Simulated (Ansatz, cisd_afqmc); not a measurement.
System: Mn, charge 0, sextet.

Total energies in def2-TZVPP, 7 correlated electrons, 9 frozen orbitals. Open shells are spin-unrestricted; no spin-orbit coupling. Cores are frozen in correlated methods (noble-gas shells, and filled d and f shells in the p block). No relativity. AFQMC/CISD: phaseless, guided by CISD from CCSD amplitudes; bars are statistical, one sigma. Outlying blocks are dropped, and bars are widened where a walk drifts. Over all cases where full CI ran beside it in this data, AFQMC minus full CI had a median of +0.1 mEh and passed +0.4 mEh in a tenth of the cases. Open-shell metal atoms are single determinants of the lowest configuration found, not pure terms.

```json
[
 {"method": "HF", "program": "Ansatz", "energy (Eh)": "-1149.84679", "minus CCSDT(Q) (mEh)": "135.50"},
 {"method": "MP2", "program": "Ansatz", "energy (Eh)": "-1149.96337", "minus CCSDT(Q) (mEh)": "18.92"},
 {"method": "CCSD", "program": "Ansatz", "energy (Eh)": "-1149.97807", "minus CCSDT(Q) (mEh)": "4.22"},
 {"method": "CCSD(T)", "program": "Ansatz", "energy (Eh)": "-1149.98174", "minus CCSDT(Q) (mEh)": "0.56"},
 {"method": "CCSDT(Q)", "program": "Ansatz", "energy (Eh)": "-1149.98229", "minus CCSDT(Q) (mEh)": "0.00"},
 {"method": "AFQMC/CISD", "program": "cisd_afqmc", "energy (Eh)": "-1149.9819 ± 0.0003", "minus CCSDT(Q) (mEh)": "0.4 ± 0.3"}
]
```

Ansatz is a program for electronic structure.
